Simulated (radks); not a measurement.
Removal energies from the samarium ion Sm3+, [Xe] 4f5, by Delta-SCF beside the eigenvalue of the level emptied. All-electron calculation, scalar-relativistic Kohn-Sham, PBEsol, spin-polarised, spherical densities, finite nucleus; Fermi nuclear charge, rms radius of each element as measured or else 0.836 A^(1/3) + 0.57 fm. Program: a radial shooting solver on a logarithmic mesh with Libxc functionals. Open shells are filled with parallel spins first.

| removed from | final configuration | Delta-SCF (eV) | -eigenvalue (eV) |
|---|---|---|---|
| 4f | [Xe] 4f4 | 43.440 | 33.889 |
| 5p | [Kr] 4d10 4f5 5s2 5p5 | 55.341 | 49.022 |
| 5s | [Kr] 4d10 4f5 5s1 5p6 | 76.755 | 69.769 |
| 4d | [Kr] 4d9 4f5 5s2 5p6 | 167.81 | 157.26 |
